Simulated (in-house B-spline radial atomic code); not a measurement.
## Removing one electron from Yb LIX (Yb58+)

Closed shell [Ne] 3s2. Computed with an all-electron radial atomic-structure program (B-spline basis): Koopmans values of Dirac-Hartree-Fock plus a diagonal self-energy, in second order or with its direct term screened (direct RPA, with the hole-particle interaction, or full time-dependent Hartree-Fock), linearised in energy; no-pair Dirac-Coulomb Hamiltonian, finite nucleus. Shifts add to the Koopmans value (the ΔSCF shift is orbital relaxation alone); the final value takes TDHF screening with Breit and QED.

Command:
```bash
python run_mb.py task.json out
```
Settings (nuclear radius in fm, box in bohr, cutoff in hartree):
```
basis_form          2
Z                   70
core_configuration  [Ne] 3s2
rms_radius          5.3108
mass_number         174
speed_of_light      137.036
box_radius          2.29
lmax                7
intervals           56
virtual_cutoff      19600.0
```

Run time, properties included: 2.4 s on 1 thread of Intel(R) Xeon(R) 6975P-C, on a shared host.

Energies in eV:

| subshell | Koopmans | ΔSCF shift | second order | direct RPA | hole-particle | TDHF | Breit + QED | final |
| --- | --- | --- | --- | --- | --- | --- | --- | --- |
| 3s1/2 | 6120.61 | -0.229 | ? | ? | ? | ? | ? | ? |

Problem. What does the self-energy do to 3s1/2?

Solution. It shifts the removal energy by 3.851 eV in second order, 2.855 with direct RPA, 3.422 with the hole-particle term and 3.743 with TDHF screening (quasi-particle weight 0.995); Breit and QED add -9.205 eV. The final value is 6115.15 eV, against 6111 ± 6 eV (NIST, tabulated theory).
